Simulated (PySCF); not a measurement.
## Multinuclear NMR of H$_{6}$O$_{2}$Si$_{2}$

Mapped SMILES: `[OH:1][SiH2:2][O:3][SiH3:4]`; H(Xn) means a hydrogen on atom n.

Non-relativistic Hamiltonian, in vacuum, a single conformation, rapidly exchanging positions averaged. Shieldings: GIAO PBE0/pcSseg-1; GFN2-xTB geometry; PySCF 2.14.

Task: Where does ²⁹Si resonate?

Result: 
```tsv
atoms	environment	σ (ppm)	δ (ppm)
Si2	silicon bonded to 2 O, 2 H	384.6	-36.1
Si4	silicon bonded to O, 3 H	394.0	-43.9
```

Shieldings were converted by a linear fit to measured shifts: ²⁹Si: δ = 279.94 − 0.822σ (rms 8.9 ppm, 72 shifts, 25.8 ppm with the 6 outliers that the fit left out vs TMS, solution or neat liquid). Occasional misses reach two or three times the rms, and more in compound classes unlike the fitted ones.

On a 500 MHz spectrometer ²⁹Si resonates near 99.3 MHz, so 1 ppm is 99.3 Hz.

Task: What are the ¹⁷O shifts?

Result: 
| atoms | environment | σ (ppm) | δ (ppm) |
| --- | --- | --- | --- |
| O3 | oxygen bonded to 2 Si | 297.7 | -4.5 |
| O1 | oxygen bonded to Si, H | 299.9 | -6.5 |

Shieldings were converted by a linear fit to measured shifts: ¹⁷O (scatter 10.7 ppm rms, 12.2 ppm with the 3 outliers that the fit left out vs liquid water, solution or neat liquid). Occasional misses reach two or three times the rms, and more in compound classes unlike the fitted ones.

On a 500 MHz spectrometer ¹⁷O resonates near 67.8 MHz, so 1 ppm is 67.8 Hz.
